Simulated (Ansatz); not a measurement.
Relaxation of ClGaH3NO (7 atoms, charge 0, multiplicity 1), to a largest force component of 0.02 eV/Å in at most 40 steps.

Method: Ansatz 0.2.0, RKS PBE0/def2-SVP.

```xyz
7
Properties=species:S:1:pos:R:3:forces:R:3
Ga 0.000 0.000 0.000 -0.81 -0.01 1.85
N 0.000 0.000 1.930 -0.15 -0.07 -1.17
H -0.877 -0.271 2.460 1.82 0.70 -0.69
H 0.877 0.271 2.460 -1.81 -0.63 -0.73
O 1.550 0.000 -0.895 0.36 -1.93 -0.23
H 1.850 -0.952 -1.050 -0.55 1.96 0.25
Cl -1.940 0.000 -1.120 1.14 -0.03 0.71
```

Problem. Where does it end, and by what steps?

Solution. It converged. After 10 steps the energy has fallen by 0.643 eV; H6 moved furthest, 0.75 Å.

```
step  energy less start (eV)  largest force component (eV/Å)  accepted
   0                  0.0000                           1.963       yes
   1                 -0.4088                           1.450       yes
   2                 -0.4779                           0.858       yes
   3                 -0.5138                           0.633       yes
   4                 -0.5751                           0.585       yes
   5                 -0.6268                           0.196       yes
   6                 -0.6289                           0.131       yes
   7                 -0.6263                           0.417        no
   8                 -0.6397                           0.089       yes
   9                 -0.6421                           0.214       yes
  10                 -0.6428                           0.003       yes
```

```xyz
7
Properties=species:S:1:pos:R:3
Ga 0.079 -0.175 0.156
N -0.045 0.034 1.930
H -0.922 0.155 2.416
H 0.761 0.076 2.540
O 1.664 -0.355 -0.622
H 1.615 -0.468 -1.576
Cl -1.692 -0.219 -1.059
```

Whether the end is a true minimum wasn't checked by a vibrational analysis.

Time of the run: 75 s on 1 thread of Intel(R) Xeon(R) Platinum 8259CL CPU @ 2.50GHz (Skylake/Cascade Lake), with other jobs on the host, peak memory 0.22 GiB.
